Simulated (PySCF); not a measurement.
PySCF input for HgI₂, SMILES [I][Hg][I], C-PCM-ωB97X/def2-SVP. Geometry optimised at PBE0-D3(BJ)/def2-SVP. The isomer is the one that the SMILES or the coordinates give; other isomers of the formula were not compared. The def2 effective core potentials stand for the cores of Hg, I; spin–orbit coupling is left out.

```python
import numpy as np
from pyscf import gto, scf, dft
from pyscf.solvent import pcm

mol = gto.M(
    atom='''
    Hg    0.00000000    0.00000000    0.00000000
    I     0.00000000    0.00000000   -2.60621813
    I     0.00000000    0.00000000    2.60621813
    ''',
    basis='def2-SVP',
    ecp={'Hg': 'def2-svp', 'I': 'def2-svp'},
    charge=0,
    spin=0,
    max_memory=1600,
    verbose=3,
)
mf = dft.RKS(mol, xc='wb97x').density_fit(auxbasis='def2-universal-jkfit')
mf.grids.level = 3
mf.conv_tol = 1e-9
mf.max_cycle = 100
mf.kernel()
res = {}
for name, eps in {'water': 78.355, 'toluene': 2.3741, 'chloroform': 4.7113}.items():
    s = mf.PCM()
    s.with_solvent.method, s.with_solvent.eps, s.with_solvent.lebedev_order = 'C-PCM', eps, 29
    s.kernel(mf.make_rdm1())
    res[name] = (s.e_tot, eps, s.dip_moment(), s.mo_energy, s.converged)
    print(f'{name}: electrostatic solvation free energy {(s.e_tot - mf.e_tot) * 627.509474:.3f} kcal/mol')
```

Output:

```
converged SCF energy = -749.086108617302

WARN: PCM is an experimental feature. It is still in testing.
Features and APIs may be changed in the future.

converged SCF energy = -749.105777763067
Dipole moment(X, Y, Z, Debye):  0.00000, -0.00000,  0.00000
water: electrostatic solvation free energy -12.343 kcal/mol

WARN: PCM is an experimental feature. It is still in testing.
Features and APIs may be changed in the future.

converged SCF energy = -749.096407515918
Dipole moment(X, Y, Z, Debye):  0.00000,  0.00000, -0.00000
toluene: electrostatic solvation free energy -6.463 kcal/mol

WARN: PCM is an experimental feature. It is still in testing.
Features and APIs may be changed in the future.

converged SCF energy = -749.100916063794
Dipole moment(X, Y, Z, Debye):  0.00000, -0.00000,  0.00000
chloroform: electrostatic solvation free energy -9.292 kcal/mol
```

The calculation finished and met its thresholds.
